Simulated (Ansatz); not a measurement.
Computed with Ansatz on PBE0-D4/def2-TZVP structures; ΔE is electronic, products minus reactants. CCSD(T)/CBS is the MP2 limit (def2-TZVPP, def2-QZVPP) plus CCSD(T) − MP2 in def2-TZVPP, frozen cores. This one scheme is used for every species. Functionals use def2-TZVPP. B3LYP here is the variant with VWN-RPA as its local correlation; programs differ in this. One conformer a species, not always the lowest.

`O[Si](O)(O)[O][AlH2]` + `N[SiH2][SiH3]` → `[AlH2][NH][SiH2][SiH3]` + `O[Si](O)(O)O`  (ligand exchange at the Al–O bond)

```
             level  ΔE (kcal/mol)  difference from CCSD(T)/CBS
            PBE-D4           10.8                         -1.7
           PBE0-D4           11.6                         -0.9
          B3LYP-D4           13.0                          0.5
           ωB97X-V           12.8                          0.3
           ωB97M-V           12.5                          0.0
            B2PLYP           13.1                          0.6
            r2SCAN           12.2                         -0.3
              PBE0           11.8                         -0.7
             B3LYP           13.4                          0.9
     HF/def2-TZVPP           15.6                          3.1
    MP2/def2-TZVPP           12.2                         -0.3
SCS-MP2/def2-TZVPP           12.8                          0.3
   CCSD/def2-TZVPP           12.8                          0.3
CCSD(T)/def2-TZVPP           12.1                         -0.4
    MP2/def2-QZVPP           12.5                          0.0
SCS-MP2/def2-QZVPP           13.1                          0.6
       CCSD(T)/CBS           12.5                            0
```

Largest T1 diagnostic among the species: 0.013.

From PBE to PBE0 (25 % exact exchange), in def2-TZVPP and without D4, ΔE moves by +0.8 kcal/mol. In def2-TZVPP, CCSD(T) changes the Hartree–Fock value by −3.4 kcal/mol (the triples alone add −0.6 kcal/mol) and MP2 by −3.4 kcal/mol.
